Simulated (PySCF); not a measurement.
Question: Give a GFN2-xTB geometry of InChI=1S/C7H8Cl2F2/c8-7(9)5-1-4(2-10)6(5)3-11/h3-5,7H,1-2H2/b6-3+/t4-,5-/m1/s1.

Answer: 
Z-matrix in Å and degrees, rows numbered from 1:
```
F 
C   1  1.3446
C   2  1.3169  1  121.54
C   3  1.5067  2  134.18  1     2.66
C   4  1.5210  3  114.98  2    52.39
F   5  1.3735  4  109.98  3   175.13
C   4  1.5446  3   88.47  2   171.36
C   3  1.5080  2  132.89  1   177.55
C   8  1.5174  3  116.79  2   -52.54
Cl  9  1.7779  8  111.22  3   -45.29
Cl  9  1.7812  8  110.29  3    75.62
H   2  1.0796  1  112.38  3  -179.80
H   4  1.0923  3  113.37  2   -73.70
H   5  1.0942  4  110.93  3   -66.58
H   5  1.0944  4  111.45  3    56.59
H   7  1.0869  4  112.96  3  -110.62
H   7  1.0861  4  115.31  3   122.50
H   8  1.0930  3  113.13  2    73.63
H   9  1.0926  8  111.86  3  -165.10
```

The 7 C–C bonds span 1.317 Å (C2=C3, drawn double) to 1.545 Å (C7–C8, drawn single), a spread of 0.228 Å. The C–F distances run from 1.345 Å (F1–C2, drawn single) to 1.374 Å (C5–F6, drawn single), a spread of 0.029 Å. The 4-membered ring C3–C4–C7–C8 has internal angles of 88.4° to 92.8° (sum 360°, against 360° for a flat polygon); it is slightly puckered (a soft mode that the optimisation may not have finished), 0.03 Å rms from its mean plane, widest ring torsion 5°. Of the pairs four or more bonds apart, Cl10···H16 is among the closest relative to their van der Waals radii: 2.81 Å, 95 % of the sum of Bondi's values.

Structure optimised with GFN2-xTB, isolated species.

Point group: C1 (no symmetry element, even within 0.4 Å). Whether it is a minimum is left open (no frequencies). One conformer, not necessarily the lowest (C3–C4–C5–F6 175°, C7–C8–C9–Cl10 57°).

These are computed values.
